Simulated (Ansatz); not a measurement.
```xyz
10

N     0.5231   -1.1206    2.3131
Ga   -0.1455   -0.4528    0.7665
C     0.8717    0.0673   -0.9618
Al   -0.9220    0.7140   -1.1753
O    -1.7845    1.8818   -2.0448
H     1.5035   -1.2981    2.4604
H    -0.0404   -1.4352    3.0844
H     0.8329   -0.9434   -1.4194
H     1.8643    0.4885   -1.1309
H    -2.7031    2.0986   -1.8922
```

Total charge 0; spin multiplicity 1.

Problem. List the ωB97M-V/def2-TZVPP orbital energies in eV (the Gaussian-basis code of Ansatz). (Best estimate.)

Solution. The calculation gave: Occupied: -10152.94, -1531.98, -1256.44, -1110.61, -1110.55, -1110.50, -525.75, -393.96, -280.42, -153.80, -116.55, -106.27, -106.09, -106.03, -76.20, -76.09, -76.00, -30.06, -26.39, -25.31, -25.27, -25.25, -25.17, -24.64, -20.84, -16.70, -15.77, -14.88, -13.67, -12.82, -12.24, -11.87, -9.78, -9.21, -7.58. Lowest empty: 0.29, 0.76, 1.80, 2.45, 2.62, 3.21, 3.73, 4.12.
